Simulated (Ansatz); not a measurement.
Program: Ansatz. Geometries: PBE0-D4/def2-TZVP. ΔE: electronic, gas phase. CCSD(T)/CBS is the MP2 limit (def2-TZVPP, def2-QZVPP) plus CCSD(T) − MP2 in def2-TZVPP, frozen cores. This one scheme is used for every species. DFT in def2-TZVPP. For Se outer-core shells are correlated without core-valence functions, which leaves a few kJ/mol of doubt a bond. Scalar relativity is left out up to krypton. Each species was taken in one conformer, which may not be the lowest.

Reaction (cleavage of the Al–Si bond): `C[SiH2][AlH][F]` + `C[SeH]` → `C[Se][AlH][F]` + `C[SiH3]`

`C[SiH2][AlH][F]`:

Cartesian coordinates in Å:
```
C -1.540 0.013 0.550
Si 0.305 0.377 0.617
Al 1.518 -0.437 -1.354
F 3.159 -0.222 -1.377
H -2.041 0.396 1.441
H -1.725 -1.062 0.492
H -2.000 0.480 -0.325
H 0.895 -0.241 1.841
H 0.520 1.850 0.744
H 0.910 -1.154 -2.631
```

`C[SeH]`:

```xyz
6

C    -0.467   -0.168   -0.228
Se    0.636    0.966    0.910
H    -0.157   -0.085   -1.267
H    -1.485    0.204   -0.125
H    -0.426   -1.202    0.108
H     1.899    0.284    0.602
```

`C[Se][AlH][F]`:

Cartesian coordinates in Å:
```
C -1.290 -0.390 0.489
Se -0.480 -0.391 -1.304
Al 1.546 0.457 -0.656
F 2.705 0.690 -1.803
H -1.577 -1.411 0.729
H -0.588 -0.021 1.236
H -2.167 0.251 0.463
H 1.851 0.817 0.847
```

`C[SiH3]`:

Cartesian coordinates in Å:
```
C -0.492 -0.081 -0.852
Si 0.440 0.072 0.762
H -1.568 -0.143 -0.674
H -0.185 -0.978 -1.394
H -0.304 0.784 -1.492
H 0.018 1.294 1.500
H 1.906 0.160 0.517
H 0.184 -1.108 1.632
```

CCSD(T)/CBS gives -122.3 kJ/mol.

Question: Another level gave -120.5 kJ/mol. Which?
A. r2SCAN/def2-TZVPP
B. SCS-MP2/def2-TZVPP
C. RPA@PBE/def2-TZVPP
D. revPBE/def2-TZVPP

Answer: A. r2SCAN -120.5, RPA@PBE/def2-TZVPP -114.1, SCS-MP2/def2-TZVPP -126.4, revPBE -105.0 kJ/mol.

Largest T1 diagnostic among the species: 0.012.

From BLYP to BHLYP (50 % exact exchange), in def2-TZVPP and without D4, ΔE moves by −10.0 kJ/mol. At CCSD(T), def2-SVP lies +5.5 kJ/mol from the extrapolated value and def2-TZVPP +3.4 kJ/mol.
